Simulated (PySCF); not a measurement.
## Structure from NMR data

The spectra below were simulated for a compound C5H12P2.

1H NMR (600 MHz, computed): δ 3.55 (m, 1H), 2.03 (m, 4H), 1.63 (m, 4H), 1.02 (m, 3H).

13C{1H} NMR (computed): δ 33.1 (CH2, 2C), 21.5 (CH2, 2C), 17.7 (CH3).

Method: shielding tensors at PBE0/pcSseg-1 (GIAO), coordinates at the GFN2-xTB level, in PySCF 2.14.0 with density-fitted response routines (a single conformation, one averaged value for each set of equivalent atoms, non-relativistic, in vacuum).

Shifts are taken against calculated references (same method and geometry level): 1H, 13C vs TMS.

Propose a structure and justify it.

Answers


3 carbon signals for 5 carbons: some carbons are equivalent by symmetry or fast rotation. Carbon types of the structure: 4 × CH2, 1 × CH3, leaving 1 H on heteroatoms. δC 33.1, 21.5: sp3 CH2 bonded to P. δC 17.7: methyl carbon bonded to P. δH 3.55: hydrogen on a phosphorus bonded to 2 C, in a 6-membered ring. δH 2.03, 1.63: hydrogen on an sp3 CH2 bonded to P. δH 1.02: hydrogen on a methyl carbon bonded to P.

These data were computed for SMILES CP1CCPCC1.

The data come from this structure; uniqueness wasn't tested.

Splittings by 31P in the carbon and heteronuclear signals aren't shown, as no couplings were computed. Shifts are as computed. Against solution values, carbons near 30 ppm lie about +3 ppm off and those near 130 ppm about +5 ppm. Of 1211 compounds with measured shifts, 218 miss one by over three times the rms of a fit or turn the order of signals round; such compounds aren't used in these exercises. No couplings were computed; multiplicities are counted from neighbouring protons, with m where these are inequivalent, close in shift, in a saturated or five-membered ring or joined by F or P, and br s for small geminal =CH2 splittings.
